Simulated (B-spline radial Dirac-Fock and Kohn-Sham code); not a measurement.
Method: multi-electron Dirac-Fock with separately optimised hole states, Breit and Lamb-shift corrections added in first order. Computed with a radial finite-basis atomic code. Free neutral atoms.

Problem. Order these X-ray lines by photon energy, lowest first.
A. Ba Lγ3
B. Ho Lγ2
C. Pm Lβ3
D. La Lβ2
E. Tm Lγ5
F. I Lβ2

Solution. F (4509.6 eV), D (5384.6 eV), A (5805.8 eV), C (6072.8 eV), B (9045.9 eV), E (9142.1 eV).
